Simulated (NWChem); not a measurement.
The numbers come from NWChem runs, not from measurements. System: Cl2Mg, charge 0, spin multiplicity 1, at a geometry optimised with B3LYP/def2-SVP. The structure started from a generated list of species. Level: B3LYP/def2-TZVPD, VWN1-RPA local correlation.

NWChem printed:

```
             Northwest Computational Chemistry Package (NWChem) 7.3.0
             --------------------------------------------------------

                                NWChem Input Module
                                -------------------

 Scaling coordinates for geometry "geometry" by  1.889725989
 (inverse scale =  0.529177249)

 Turning off AUTOSYM since
 SYMMETRY directive was detected!

                             Geometry "geometry" -> ""
                             -------------------------

 Output coordinates in angstroms (scale by  1.889725989 to convert to a.u.)

  No.       Tag          Charge          X              Y              Z
 ---- ---------------- ---------- -------------- -------------- --------------
    1 Mg                  12.0000     0.00000000     0.00000000     0.00000000
    2 Cl                  17.0000     0.00000000     0.00000000    -2.19476500
    3 Cl                  17.0000     0.00000000     0.00000000     2.19476500

 Effective nuclear repulsion energy (a.u.)     133.2126355543

            Nuclear Dipole moment (a.u.)
            ----------------------------
        X                 Y               Z
 ---------------- ---------------- ----------------
     0.0000000000     0.0000000000     0.0000000000

      Symmetry information
      --------------------

 Group name             D2h
 Group number             26
 Group order               8
 No. of unique centers     2

      Symmetry unique atoms

     1    2


 Summary of "ao basis" -> "" (spherical)
 ------------------------------------------------------------------------------
       Tag                 Description            Shells   Functions and Types
 ---------------- ------------------------------  ------  ---------------------
 *                         def2-tzvpd                 on all atoms

                                 NWChem DFT Module
                                 -----------------

 Summary of "ao basis" -> "ao basis" (spherical)
 ------------------------------------------------------------------------------
       Tag                 Description            Shells   Functions and Types
 ---------------- ------------------------------  ------  ---------------------
 Mg                        def2-tzvpd               13       35   5s5p3d
 Cl                        def2-tzvpd               16       46   6s6p3d1f

 Summary of "ao basis" -> "ao basis" (spherical)
 ------------------------------------------------------------------------------
       Tag                 Description            Shells   Functions and Types
 ---------------- ------------------------------  ------  ---------------------
 Mg                        def2-tzvpd               13       35   5s5p3d
 Cl                        def2-tzvpd               16       46   6s6p3d1f

      Symmetry analysis of basis
      --------------------------

        ag         31
        au          4
        b1g         7
        b1u        25
        b2g        14
        b2u        16
        b3g        14
        b3u        16

            General Information
            -------------------
          SCF calculation type: DFT
          Wavefunction type:  closed shell.
          No. of atoms     :     3
          No. of electrons :    46
           Alpha electrons :    23
            Beta electrons :    23
          Charge           :     0
          Spin multiplicity:     1
          Use of symmetry is: on ; symmetry adaption is: on
          Maximum number of iterations: 100
          AO basis - number of functions:   127
                     number of shells:    45
          Convergence on energy requested:  1.00D-06
          Convergence on density requested:  1.00D-05
          Convergence on gradient requested:  5.00D-04

              XC Information
              --------------
                         B3LYP Method XC Potential
                     Hartree-Fock (Exact) Exchange  0.200
                        Slater Exchange Functional  0.800 local
                    Becke 1988 Exchange Functional  0.720 non-local
              Lee-Yang-Parr Correlation Functional  0.810
                  VWN I RPA Correlation Functional  0.190 local

             Grid Information
[...]
 !! scf_movecs_sym_adapt:    6 vectors were symmetry contaminated

  Symmetry fudging

 !! scf_movecs_sym_adapt:    4 vectors were symmetry contaminated

 d= 0,ls=0.0,diis     2  -1120.6624713140 -5.45D-03  6.09D-03  3.51D-01     2.6

 !! scf_movecs_sym_adapt:    8 vectors were symmetry contaminated

  Symmetry fudging

 !! scf_movecs_sym_adapt:    4 vectors were symmetry contaminated

 d= 0,ls=0.0,diis     3  -1120.6919617259 -2.95D-02  2.07D-03  1.57D-01     2.8

 !! scf_movecs_sym_adapt:   14 vectors were symmetry contaminated

  Symmetry fudging

 !! scf_movecs_sym_adapt:   10 vectors were symmetry contaminated

 d= 0,ls=0.0,diis     4  -1120.7118529837 -1.99D-02  1.75D-04  3.71D-04     3.0

 !! scf_movecs_sym_adapt:   14 vectors were symmetry contaminated

  Symmetry fudging

 !! scf_movecs_sym_adapt:    8 vectors were symmetry contaminated

 d= 0,ls=0.0,diis     5  -1120.7119180474 -6.51D-05  1.98D-05  1.95D-05     3.2

 !! scf_movecs_sym_adapt:   12 vectors were symmetry contaminated

  Symmetry fudging

 !! scf_movecs_sym_adapt:    6 vectors were symmetry contaminated

  Resetting Diis
 d= 0,ls=0.0,diis     6  -1120.7119201681 -2.12D-06  7.95D-06  1.94D-06     3.5

 !! scf_movecs_sym_adapt:   12 vectors were symmetry contaminated

  Symmetry fudging

 !! scf_movecs_sym_adapt:    4 vectors were symmetry contaminated

 d= 0,ls=0.0,diis     7  -1120.7119203985 -2.30D-07  1.87D-06  2.19D-08     3.6

         Total DFT energy =    -1120.711920398492
      One electron energy =    -1817.087672283988
           Coulomb energy =      636.322392445437
    Exchange-Corr. energy =      -73.159276114242
 Nuclear repulsion energy =      133.212635554300

 Numeric. integr. density =       45.999999984883

     Total iterative time =      2.6s

                  Occupations of the irreducible representations
                  ----------------------------------------------

                     irrep           alpha         beta
                     --------     --------     --------
                     ag                7.0          7.0
                     au                0.0          0.0
                     b1g               0.0          0.0
                     b1u               6.0          6.0
                     b2g               2.0          2.0
                     b2u               3.0          3.0
                     b3g               2.0          2.0
                     b3u               3.0          3.0

                       DFT Final Molecular Orbital Analysis
                       ------------------------------------

 Vector   21  Occ=2.000000D+00  E=-3.247298D-01  Symmetry=b3u
              MO Center=  6.6D-16, -2.2D-31,  3.0D-16, r^2= 5.7D+00
   Bfn.  Coefficient  Atom+Function         Bfn.  Coefficient  Atom+Function
  ----- ------------  ---------------      ----- ------------  ---------------
    51      0.360015  2 Cl px                97      0.360015  3 Cl px
    54      0.253700  2 Cl px               100      0.253700  3 Cl px
    48      0.174658  2 Cl px                94      0.174658  3 Cl px
    42     -0.142483  2 Cl px                88     -0.142483  3 Cl px
    12      0.077202  1 Mg px                45     -0.065273  2 Cl px

 Vector   22  Occ=2.000000D+00  E=-3.207322D-01  Symmetry=b3g
              MO Center= -5.3D-20,  1.1D-15, -6.0D-16, r^2= 5.8D+00
   Bfn.  Coefficient  Atom+Function         Bfn.  Coefficient  Atom+Function
  ----- ------------  ---------------      ----- ------------  ---------------
    52      0.369003  2 Cl py                98     -0.369003  3 Cl py
    55      0.252584  2 Cl py               101     -0.252584  3 Cl py
    49      0.178477  2 Cl py                95     -0.178477  3 Cl py
    43     -0.145416  2 Cl py                89      0.145416  3 Cl py
    46     -0.066655  2 Cl py                92      0.066655  3 Cl py

 Vector   23  Occ=2.000000D+00  E=-3.207322D-01  Symmetry=b2g
              MO Center=  1.1D-16, -1.4D-24, -1.6D-16, r^2= 5.8D+00
   Bfn.  Coefficient  Atom+Function         Bfn.  Coefficient  Atom+Function
  ----- ------------  ---------------      ----- ------------  ---------------
    51      0.369003  2 Cl px                97     -0.369003  3 Cl px
    54      0.252584  2 Cl px               100     -0.252584  3 Cl px
    48      0.178477  2 Cl px                94     -0.178477  3 Cl px
    42     -0.145416  2 Cl px                88      0.145416  3 Cl px
    45     -0.066655  2 Cl px                91      0.066655  3 Cl px

 Vector   24  Occ=0.000000D+00  E=-8.120040D-02  Symmetry=ag
              MO Center= -6.3D-15, -5.1D-15, -7.3D-13, r^2= 5.6D+00
   Bfn.  Coefficient  Atom+Function         Bfn.  Coefficient  Atom+Function
  ----- ------------  ---------------      ----- ------------  ---------------
     5      1.214144  1 Mg s                  4      0.516072  1 Mg s
    41     -0.274861  2 Cl s                 87     -0.274861  3 Cl s
     3     -0.223199  1 Mg s                 56     -0.193590  2 Cl pz
   102      0.193590  3 Cl pz                40     -0.184949  2 Cl s
    86     -0.184949  3 Cl s                 53     -0.168217  2 Cl pz

 Vector   25  Occ=0.000000D+00  E=-2.246655D-02  Symmetry=b3u
              MO Center=  6.4D-15,  1.8D-19,  5.1D-16, r^2= 7.2D+00
   Bfn.  Coefficient  Atom+Function         Bfn.  Coefficient  Atom+Function
  ----- ------------  ---------------      ----- ------------  ---------------
    18      0.539858  1 Mg px                15      0.525546  1 Mg px
    12      0.293496  1 Mg px                54     -0.146045  2 Cl px
   100     -0.146045  3 Cl px                 6     -0.143061  1 Mg px
    51     -0.142689  2 Cl px                97     -0.142689  3 Cl px
    57     -0.140233  2 Cl px               103     -0.140233  3 Cl px

 Vector   26  Occ=0.000000D+00  E=-2.246655D-02  Symmetry=b2u
              MO Center= -4.1D-17,  5.3D-15,  3.9D-16, r^2= 7.2D+00
   Bfn.  Coefficient  Atom+Function         Bfn.  Coefficient  Atom+Function
  ----- ------------  ---------------      ----- ------------  ---------------
    19      0.539858  1 Mg py                16      0.525546  1 Mg py
    13      0.293496  1 Mg py                55     -0.146045  2 Cl py
   101     -0.146045  3 Cl py                 7     -0.143061  1 Mg py
    52     -0.142689  2 Cl py                98     -0.142689  3 Cl py
    58     -0.140233  2 Cl py               104     -0.140233  3 Cl py

 center of mass
 --------------
 x =   0.00000000 y =   0.00000000 z =   0.00000000

 moments of inertia (a.u.)
 ------------------
        1203.053855090050           0.000000000000           0.000000000000
           0.000000000000        1203.053855090050           0.000000000000
           0.000000000000           0.000000000000           0.000000000000

     Multipole analysis of the density
     ---------------------------------

     L   x y z        total         alpha         beta         nuclear
     -   - - -        -----         -----         ----         -------
     0   0 0 0     -0.000000    -23.000000    -23.000000     46.000000

     1   1 0 0     -0.000000     -0.000000     -0.000000      0.000000
     1   0 1 0      0.000000      0.000000      0.000000      0.000000
     1   0 0 1     -0.000000     -0.000000     -0.000000      0.000000

     2   2 0 0    -25.114702    -12.557351    -12.557351      0.000000
     2   1 1 0     -0.000000     -0.000000     -0.000000      0.000000
     2   1 0 1     -0.000000     -0.000000     -0.000000      0.000000
     2   0 2 0    -25.114702    -12.557351    -12.557351      0.000000
     2   0 1 1     -0.000000     -0.000000     -0.000000      0.000000
     2   0 0 2    -37.562882   -311.211926   -311.211926    584.860970

 Task  times  cpu:        3.6s     wall:        3.6s

 Total times  cpu:        3.7s     wall:        3.7s
```

Q: Write an NWChem input that would produce this output.

A: One answer among several that fit: 
```
start mol
memory heap 200 mb stack 900 mb global 1100 mb
geometry units angstroms nocenter noautoz
  Mg     0.000000     0.000000     0.000000
  Cl     0.000000     0.000000    -2.194765
  Cl     0.000000     0.000000     2.194765
  symmetry group D2h
end
basis spherical
  * library def2-tzvpd
end
dft
  xc b3lyp
  semidirect memsize 60000000 filesize 0
  iterations 100
end
task dft energy
```
